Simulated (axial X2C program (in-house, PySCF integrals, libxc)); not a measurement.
Bond lengths and stretching modes, held linear, of ZrCO⁺

Computed with an axial X2C code built on PySCF integrals: two-component X2C with atomic mean-field Coulomb and Gaunt terms, Gaussian nuclei, basis Zr dyall-v3z, C dyall-v3z, O dyall-av3z with contracted cores. Spin-free rows use the one-electron spin-free X2C Hamiltonian.

Masses Zr 89.905, C 12.000, O 15.995 u. States: 2c Ω = 1/2 (beyond evenly filled blocks: ω = 1/2); spin-free M_S = 3/2, Λ = 2 (beyond evenly filled blocks: π+α, π-α, δ+α).

LDA, spin-free: energies above the lowest point

```
r(Zr–C) (Å)  r(C–O) (Å)  E (meV)
     2.1011      1.1076    81.90
     2.1011      1.1360     0.00
     2.1011      1.1644     9.70
     2.1550      1.1076    92.15
     2.1550      1.1360    18.05
     2.1550      1.1644    35.37
     2.1550      1.1928   127.35
     2.2089      1.1076   134.46
     2.2089      1.1360    67.44
     2.2089      1.1644    91.67
     2.2628      1.1360   140.77
     2.2628      1.1928   276.11
```

Problem. Fit a quadratic surface with cubic terms in each bond: where is the minimum, and what are the two stretching wavenumbers?

Solution. At LDA, spin-free: bonds 2.097 and 1.147 Å; harmonic stretches 411.9 and 2036.4 cm⁻¹; force constants 2.15, 16.9 and coupling 0.72 mdyn/Å.

The other levels and Hamiltonians give:

| Hamiltonian | level | r(Zr–C) (Å) | r(C–O) (Å) | lower stretch (cm⁻¹) | upper stretch (cm⁻¹) |
| --- | --- | --- | --- | --- | --- |
| 2c | PBE0 | 2.153 | 1.135 | 371.2 | 2116.6 |
| 2c | HF | 2.358 | 1.095 | 111.4 | 2331.2 |
| 2c | LDA | 2.096 | 1.147 | 411.6 | 2035.8 |
| 2c | MP2 | 2.184 | 1.142 | 346.6 | 2165.8 |
| spin-free | PBE0 | 2.153 | 1.135 | 371.4 | 2116.9 |
| spin-free | HF | 2.023 | 1.111 | 476.8 | 2277.1 |
| spin-free | MP2 | 2.184 | 1.142 | 346.9 | 2166.6 |

Each state is one determinant, the lowest of a limited PBE0 search; the stretches come from a fit to these few points and carry an uncertainty of a few per cent. Other orders of the atoms were not compared. The levels spread by more than a fifth, so the stretches depend strongly on the method. MP2 freezes inner shells (threshold -2 hartree). The molecule was held linear; bending was not examined, so a bent shape may lie lower. Note: functional without a current term on a determinant with orbital currents, of the molecule or an atom. Note: several unpaired electrons, one determinant need not be a pure state.
